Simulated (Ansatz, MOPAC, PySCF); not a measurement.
Energy landscape of H2Be, singlet: symmetric bend, bond length relaxed. Scanned: H-Be-H angle. Other coordinates (Be-H bond length) were minimised at B3LYP/def2-TZVP.

Levels of theory: RKS-B3LYP/3-21G = restricted B3LYP/3-21G in PySCF; RKS-BP86/6-31G* = restricted BP86/6-31G*, spherical d run with PySCF; PM7, restricted, heats of formation (MOPAC); CCSD(T)/aug-cc-pVQZ = CCSD(T) on RHF/aug-cc-pVQZ, frozen core (Ansatz, a program for electronic structure).

Energies relative to the lowest point of each profile, in kcal/mol; the last columns give the difference from CCSD(T):

| a / ° | RKS-B3LYP/3-21G | RKS-BP86/6-31G* | PM7 | CCSD(T)/aug-cc-pVQZ | RKS-B3LYP/3-21G − CCSD(T)/aug-cc-pVQZ | RKS-BP86/6-31G* − CCSD(T)/aug-cc-pVQZ | PM7 − CCSD(T)/aug-cc-pVQZ |
|---|---|---|---|---|---|---|---|
| 180 | 0.0 | 0.0 | 0.0 | 0.0 | 0.0 | 0.0 | 0.0 |
| 167 | 0.9 | 0.8 | 0.8 | 0.8 | 0.1 | 0.0 | 0.0 |
| 157 | 2.8 | 2.6 | 2.5 | 2.6 | 0.3 | 0.0 | 0.0 |
| 147 | 5.8 | 5.4 | 5.3 | 5.3 | 0.5 | 0.0 | 0.0 |
| 137 | 9.8 | 9.2 | 9.1 | 9.2 | 0.7 | 0.0 | 0.0 |
| 127 | 15.0 | 14.1 | 14.1 | 14.2 | 0.8 | 0.0 | -0.1 |
| 117 | 21.4 | 20.3 | 20.3 | 20.4 | 0.9 | -0.2 | -0.2 |
| 107 | 29.0 | 27.7 | 27.7 | 28.1 | 1.0 | -0.4 | -0.4 |
| 97 | 38.3 | 36.7 | 36.6 | 37.3 | 0.9 | -0.7 | -0.8 |
| 87 | 49.3 | 47.3 | 46.7 | 48.4 | 0.9 | -1.0 | -1.7 |
| 77 | 62.3 | 59.9 | 57.7 | 61.4 | 1.0 | -1.5 | -3.7 |
| 67 | 77.7 | 74.4 | 68.8 | 76.4 | 1.2 | -2.1 | -7.6 |
| 60 | 89.6 | 85.6 | 75.7 | 88.0 | 1.6 | -2.4 | -12.3 |

RKS-B3LYP/3-21G is furthest from CCSD(T)/aug-cc-pVQZ at 60 (1.6 kcal/mol, above); its mean absolute difference over the points is 0.8 kcal/mol.

RKS-BP86/6-31G* is furthest from CCSD(T)/aug-cc-pVQZ at 60 (-2.4 kcal/mol, below); its mean absolute difference over the points is 0.6 kcal/mol.

PM7 is furthest from CCSD(T)/aug-cc-pVQZ at 60 (-12.3 kcal/mol, below); its mean absolute difference over the points is 2.1 kcal/mol.
